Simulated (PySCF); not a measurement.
# Assigning NMR signals

Bonds (- single, = double, # triple, : aromatic): C1=C2, C2-C3, C3=C4, C3-C5, C5-C6, C6=O7, C5-O8, O8-C9. C1 carries H10, H11; C2 carries H12; C4 carries H13, H14; C5 carries H15; C6 carries H16; C9 carries H17, H18, H19. Stereochemistry as in C=CC(=C)[C@H](C=O)OC. H13 is cis to C2; H10 is cis to C3; H14 is trans to C2; H11 is trans to C3.

PySCF calculation with shieldings: GIAO B97-2/pcSseg-1 and geometry from PBE0-D3(BJ)/def2-SVP; one computed conformer, no relativistic terms, rapidly exchanging positions averaged, no solvent model.

δ = σ(ref) − σ, references computed at the same level: 13C, 1H vs TMS.

(1) Assign these signals to the numbered atoms. 13C{1H} NMR (computed): δ 197.0, 141.5, 139.4, 124.1, 122.3, 85.0, 55.7.

(2) Assign these signals to the numbered atoms. 1H NMR (400 MHz, computed): δ 9.24 (d, 1H), 6.50 (m, 1H), 6.04 (m, 1H), 5.76 (br s, 1H), 5.53 (m, 1H), 5.45 (br s, 1H), 3.94 (d, 1H), 3.30 (s, 3H).

Results:

(1) 
197.0 → C6, aldehyde carbonyl carbon: low-lying n→π* states of the double bond to the heteroatom give a large paramagnetic term (-263 ppm)
141.5 → C3, fully substituted alkene carbon: the olefinic region
139.4 → C2, alkene CH: an sp2 carbon of a C=C bond
124.1 → C1, terminal =CH2 carbon: the olefinic region
122.3 → C4, terminal =CH2 carbon
85.0 → C5, sp3 CH bonded to O, α to a carbonyl: pulled downfield by the heteroatom
55.7 → C9, methyl carbon bonded to O: pulled downfield by the heteroatom

C1 and C4 lie closer than the usual error of such a calculation, so a measured spectrum could show them in the other order.

(2) 
```tsv
δ (ppm)	atoms	environment	reason
9.24	H16	hydrogen on an aldehyde carbonyl carbon	the formyl region, downfield of aromatic protons
6.50	H12	hydrogen on an alkene CH	attached to an sp2 carbon and in the plane of the double bond
6.04	H10	hydrogen on a terminal =CH2 carbon	a vinylic proton, deshielded by the sp2 carbon and the C=C anisotropy
5.76	H14	hydrogen on a terminal =CH2 carbon	–
5.53	H11	hydrogen on a terminal =CH2 carbon	–
5.45	H13	hydrogen on a terminal =CH2 carbon	–
3.94	H15	hydrogen on an sp3 CH bonded to O, α to a carbonyl	its carbon carries O, which withdraws density
3.30	H17/H18/H19	hydrogen on a methyl carbon bonded to O	its carbon carries O, an electronegative neighbour
```

H11 and H13 lie closer than the usual error of such a calculation, so a measured spectrum could show them in the other order.

Shifts are as computed. Against solution values, carbons near 30 ppm lie about +1 ppm off and those near 130 ppm about +2 ppm. Of 1211 compounds with measured shifts, 218 miss one by over three times the rms of a fit or turn the order of signals round; such compounds aren't used in these exercises. Multiplicities follow the n + 1 count of equivalent neighbours, as no J values were calculated; m marks all less simple cases, F and P coupling included.
